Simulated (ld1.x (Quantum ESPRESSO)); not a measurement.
# Bi: TM pseudisation with LDA (PZ), scalar-relativistic reference atom.

Input for ld1.x (Quantum ESPRESSO) 7.5:

```
&input
   title='Bi', zed=83., rel=1, dft='PZ', iswitch=3,
   config='[Xe] 4f14 5d10 6s1.75 6p3.25',
   nld=3, rlderiv=2.35, eminld=-4.0, emaxld=5.0, deld=0.02
 /
 &inputp
   pseudotype=2, tm=.true., lloc=0,
   nlcc=.false.,
   file_pseudopw='Bi.UPF', file_wfcaegen='ae.wfc', file_wfcncgen='nc.wfc', file_beta='beta', file_chi='chi'
 /
3
6P  2  1   3.25   0.00  2.15  2.15  0.0
5D  3  2  10.00   0.00  1.65  1.65  0.0
6S  1  0   1.75   0.00  1.80  1.80  0.0
 &test
   configts(1)='5d10 6s1.75 6p3.25'
 /
```

Command:

```bash
ld1.x < Bi.in > Bi.out
```

Resulting log (shortened: banner, matrices, multipoles, cross overlaps and the repeated all-electron block are left out):

```
Program LD1 v.7.5
     --------------------------- All-electron run ----------------------------

     Bi
     scalar relativistic calculation

     atomic number is 83.00
     dft =PZ   lsd =0 sic =0 latt =0  beta=0.20 tr2=1.0E-14
     Exchange-correlation= PZ
                           (   1   1   0   0   0   0   0)
     mesh =1283 r(mesh) = 100.09897 a.u. xmin = -7.00 dx = 0.01250
     1 Ry =  13.60569312 eV, c = 137.03599908

     n l     nl                  e(Ry)          e(Ha)          e(eV)
     1 0     1S 1( 2.00)     -6660.3383     -3330.1691    -90618.5185
     2 0     2S 1( 2.00)     -1196.7969      -598.3984    -16283.2507
     2 1     2P 1( 6.00)     -1023.9458      -511.9729    -13931.4928
     3 0     3S 1( 2.00)      -288.8915      -144.4458     -3930.5695
     3 1     3P 1( 6.00)      -239.5280      -119.7640     -3258.9448
     4 0     4S 1( 2.00)       -66.2767       -33.1384      -901.7409
     4 1     4P 1( 6.00)       -50.1026       -25.0513      -681.6805
     3 2     3D 1(10.00)      -189.9304       -94.9652     -2584.1341
     5 0     5S 1( 2.00)       -11.6473        -5.8236      -158.4694
     5 1     5P 1( 6.00)        -7.0850        -3.5425       -96.3958
     4 2     4D 1(10.00)       -31.6302       -15.8151      -430.3513
     4 3     4F 1(14.00)       -11.2748        -5.6374      -153.4011
     5 2     5D 1(10.00)        -2.0282        -1.0141       -27.5950
     6 0     6S 1( 1.75)        -1.1045        -0.5523       -15.0278
     6 1     6P 1( 3.25)        -0.3634        -0.1817        -4.9437

     final scf error:  4.0E-15 reached in  31 iterations

     Etot =  -43038.452093 Ry,  -21519.226047 Ha, -585567.971670 eV

     Ekin =   48824.500443 Ry,   24412.250222 Ha,  664291.169912 eV
     Encl = -107617.567669 Ry,  -53808.783835 Ha,-1464211.600350 eV
     Eh   =   16520.873507 Ry,    8260.436753 Ha,  224777.935056 eV
     Exc  =    -766.258374 Ry,    -383.129187 Ha,  -10425.476287 eV

     normalization and overlap integrals

     s(1S/1S) =  1.000000  <r> =   0.0158  <r2> =    0.0003  r(max) =   0.0096
     s(2S/2S) =  1.000000  <r> =   0.0665  <r2> =    0.0052  r(max) =   0.0561
     s(2P/2P) =  1.000000  <r> =   0.0606  <r2> =    0.0045  r(max) =   0.0471
     s(3S/3S) =  1.000000  <r> =   0.1717  <r2> =    0.0337  r(max) =   0.1582
     s(3P/3P) =  1.000000  <r> =   0.1738  <r2> =    0.0350  r(max) =   0.1582
     s(4S/4S) =  1.000000  <r> =   0.3773  <r2> =    0.1606  r(max) =   0.3565
     s(4P/4P) =  1.000000  <r> =   0.4029  <r2> =    0.1844  r(max) =   0.3748
     s(3D/3D) =  1.000000  <r> =   0.1575  <r2> =    0.0290  r(max) =   0.1295
     s(5S/5S) =  1.000000  <r> =   0.8299  <r2> =    0.7715  r(max) =   0.7739
     s(5P/5P) =  1.000000  <r> =   0.9474  <r2> =    1.0120  r(max) =   0.8553
     s(4D/4D) =  1.000000  <r> =   0.4227  <r2> =    0.2062  r(max) =   0.3795
     s(4F/4F) =  1.000000  <r> =   0.4411  <r2> =    0.2322  r(max) =   0.3434
     s(5D/5D) =  1.000000  <r> =   1.2346  <r2> =    1.7661  r(max) =   1.0316
     s(6S/6S) =  1.000000  <r> =   2.1589  <r2> =    5.2774  r(max) =   1.8564
     s(6P/6P) =  1.000000  <r> =   3.0162  <r2> =   10.5318  r(max) =   2.4441

     ------------------------ End of All-electron run ------------------------

     --------------------- Generating NC pseudopotential ---------------------

      Generating local pot.: lloc=0, matching radius rcloc =   1.8000

      Wfc   6P  rcut= 2.130  Using Troullier-Martins method

      Wfc   5D  rcut= 1.659  Using Troullier-Martins method

     ------------------- End of pseudopotential generation -------------------

     Computing logarithmic derivative in   2.33948
     Computing logarithmic derivative in   2.33948
     Computing the partial wave expansion
       no projector for channel:   0
     R is outside the sphere for l=    1 j= 0.00
     R is outside the sphere for l=    2 j= 0.00

     ---------------------- Testing the pseudopotential ----------------------

     Bi
     scalar relativistic calculation

     atomic number is 83.00   valence charge is 15.00
     dft =PZ   lsd =0 sic =0 latt =0  beta=0.20 tr2=1.0E-14
     mesh =1283 r(mesh) = 100.09897 xmin = -7.00 dx = 0.01250

     n l     nl             e AE (Ry)        e PS (Ry)    De AE-PS (Ry)
     3 2     5D   1(10.00)       -2.02820       -2.02821        0.00001
     1 0     6S   1( 1.75)       -1.10452       -1.10453        0.00001
     2 1     6P   1( 3.25)       -0.36336       -0.36336       -0.00000

     eps = 4.0E-15  iter =  8

     Etot =  -43038.452093 Ry,  -21519.226047 Ha, -585567.971670 eV
     Etotps =  -141.083876 Ry,     -70.541938 Ha,   -1919.543918 eV

     Ekin =      79.868977 Ry,      39.934488 Ha,    1086.672789 eV
     Encl =    -232.138999 Ry,    -116.069499 Ha,   -3158.411977 eV
     Ehrt =     122.562330 Ry,      61.281165 Ha,    1667.545452 eV
     Ecxc =     -15.690023 Ry,      -7.845012 Ha,    -213.473643 eV
     Epseu=     -95.686161 Ry,     -47.843080 Ha,   -1301.876539 eV

     ---------------------- End of pseudopotential test ----------------------
```

Generation and configuration tests took about 1.7 s on one core of a shared server CPU.
